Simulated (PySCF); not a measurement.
These 5 structures share the formula C8H15PS. Theory: PySCF, PBE0-D3(BJ)/def2-SVP geometry optimisation, gas phase. Energies are electronic, without zero-point or thermal terms, for one conformer each. No frequencies were run at this level. Point groups hold within 0.08 Å.

Question: Order them by energy at this level, lowest first, and give relative energies in kcal/mol.
A. `[CH3:1][CH:2]([CH3:3])[CH2:4][P:5]1(=[S:6])[CH2:7][CH:8]=[CH:9][CH2:10]1` with C1–C2–C4–P5 174°, C2–C4–P5–S6 -40°, C4–P5–C7–C8 -89°, P5–C7–C8–C9 -14°, C8–C9–C10–P5 14°, C4–P5–C10–C9 87°
B. `[CH2:1]=[CH:2][P@:3](=[S:4])([CH:5]([CH3:6])[CH3:7])[CH:8]1[CH2:9][CH2:10]1` with C1–C2–P3–S4 -2°, C2–P3–C5–C6 -171°, C2–P3–C8–C9 37°
C. `[CH2:1]=[CH:2][P@@:3](=[S:4])([C:5](=[CH2:6])[CH3:7])[CH:8]([CH3:9])[CH3:10]` with C1–C2–P3–S4 0°, C2–P3–C5–C6 48°, C2–P3–C8–C9 65°
D. `[CH3:1][CH2:2][C:3]1=[C:4]([CH3:5])[CH2:6][P@:7]([CH3:8])(=[S:9])[CH2:10]1` with C1–C2–C3–C4 -102°, C3–C4–C6–P7 -17°, C4–C6–P7–C8 -82°, C6–P7–C10–C3 -23°, C2–C3–C10–P7 -162°
E. `[CH2:1]=[CH:2][CH2:3][P:4]1(=[CH2:5])[CH2:6][CH2:7][S:8][CH2:9][CH2:10]1` with C1–C2–C3–P4 113°, C2–C3–P4–C5 164°, C3–P4–C6–C7 -75°, P4–C6–C7–S8 -57°, C6–C7–S8–C9 63°, C7–S8–C9–C10 -67°

Answer: D (0.0), A (6.0), C (31.1), B (32.9), E (68.7).

Neighbours under 2.5 kcal/mol apart (C=C[P@@](=S)(C(=C)C)C(C)C and C=C[P@](=S)(C(C)C)C1CC1) can change places with a better method, another conformer or zero-point energy.

| SMILES | E (Eh) | E rel (kcal/mol) | dipole (D) | point group | A, B, C (MHz) |
| --- | --- | --- | --- | --- | --- |
| CCC1=C(C)C[P@](C)(=S)C1 | -1052.38560 | 0.0 | 5.24 | C1 | 1643, 611.4, 539.3 |
| CC(C)CP1(=S)CC=CC1 | -1052.37610 | 6.0 | 4.32 | C1 | 1301, 730.3, 605.5 |
| C=C[P@@](=S)(C(=C)C)C(C)C | -1052.33599 | 31.1 | 4.04 | C1 | 1001, 900.1, 785.9 |
| C=C[P@](=S)(C(C)C)C1CC1 | -1052.33320 | 32.9 | 4.45 | C1 | 1084, 869.2, 734.5 |
| C=CCP1(=C)CCSCC1 | -1052.27607 | 68.7 | 2.60 | C1 | 1145, 867.8, 669.9 |

Q: How do the relative energies change in single points at PBE0/pcSseg-1 (no added dispersion term) on the same geometries?

A: 
```tsv
SMILES	PBE0-D3(BJ)/def2-SVP (kcal/mol)	PBE0/pcSseg-1 (kcal/mol)	shift
CCC1=C(C)C[P@](C)(=S)C1	0.0	0.0	0.0
CC(C)CP1(=S)CC=CC1	6.0	7.0	+1.0
C=C[P@@](=S)(C(=C)C)C(C)C	31.1	31.4	+0.3
C=C[P@](=S)(C(C)C)C1CC1	32.9	33.6	+0.7
C=CCP1(=C)CCSCC1	68.7	69.6	+0.9
```

Each column counts from its own lowest isomer. The order is unchanged; the largest shift is 1.0 kcal/mol.
